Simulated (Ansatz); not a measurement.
Basis sets compared for Cd2S2 (the lowest singlet isomer of a short search). Charge 0, multiplicity 1. Geometry r2SCAN-D4/def2-SVP. Ansatz on 2 threads of Arm Neoverse V1 on a shared host; times are rough, and most runs start from earlier orbitals.

```xyz
4

Cd    0.7566   -0.4467    2.1343
Cd   -0.7554    0.4474   -2.1347
S    -0.6846    0.8363    0.4177
S     0.6834   -0.8370   -0.4173
```

In the def2 sets Cd takes a core potential; there is no spin–orbit coupling. The order of the spin states hangs on the level: the triplet lies 0.07 eV below the singlet at PBE0-D4/def2-TZVP, but 0.00 eV above it at PBE-D4/def2-TZVP. The singlet is doubtful at PBE0-D4/def2-TZVP (restricted singlet, unstable towards broken spin symmetry). Another isomer (singlet) lies 0.06 eV lower at PBE-D4/def2-TZVP.

| level | functions | energy (Eh) | HOMO (eV) | LUMO (eV) | wall time |
| --- | --- | --- | --- | --- | --- |
| PBE-D4/def2-SVP | 98 | -1131.2811 | -4.50 | -4.17 | 1.6 s |
| PBE-D4/def2-TZVP | 154 | -1131.6417 | -4.65 | -4.20 | 2.7 s |
| PBE-D4/def2-TZVPD | 172 | -1131.6432 | -4.71 | -4.23 | 3.4 s |
| PBE0-D4/def2-SVP | 98 | -1131.3101 | -5.67 | -3.70 | 2.6 s |
| PBE0-D4/def2-TZVPD | 172 | -1131.6659 | -5.81 | -3.74 | 5.5 s |

(1) Estimate the rows for PBE0-D4/def2-QZVPP.

Answers

(1) 
```json
{"level": "PBE0-D4/def2-QZVPP", "functions": "316", "energy (Eh)": "-1131.6957", "HOMO (eV)": "-5.83", "LUMO (eV)": "-3.71", "wall time": "12 s"}
```
